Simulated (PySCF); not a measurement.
Si(F)(H)2(SeH) (FH₃SeSi), SMILES F[SiH2][SeH].

Geometry optimised at PBE-D3(BJ)/def2-TZVP. The geometry has at least one imaginary mode, so it is a saddle point at that level. The values are those of a single conformer.

These are PBE-D3(BJ)/def2-TZVP (PySCF) values and carry that method's errors.

Frequencies are harmonic and unscaled.

Computed normal modes with their intensities:
| mode | ν (cm⁻¹) | IR (km/mol) | moving atoms (share of kinetic energy) |
|---|---|---|---|
| 1 | 115i | 4.9 | H 95 % |
| 2 | 178 | 2.6 | F 64 %, Se 20 %, Si 13 % |
| 3 | 397 | 24.5 | Si 64 %, Se 22 %, H 13 % |
| 4 | 564 | 16.0 | H 86 %, Si 12 % |
| 5 | 615 | 18.6 | H 90 % |
| 6 | 670 | 25.3 | H 88 % |
| 7 | 831 | 27.7 | H 44 %, F 43 %, Si 13 % |
| 8 | 871 | 319.5 | H 52 %, Si 30 %, F 18 % |
| 9 | 941 | 115.6 | H 91 % |
| 10 | 2172 | 85.5 | H 98 % |
| 11 | 2183 | 109.8 | H 95 % |
| 12 | 2343 | 5.4 | H 99 % |
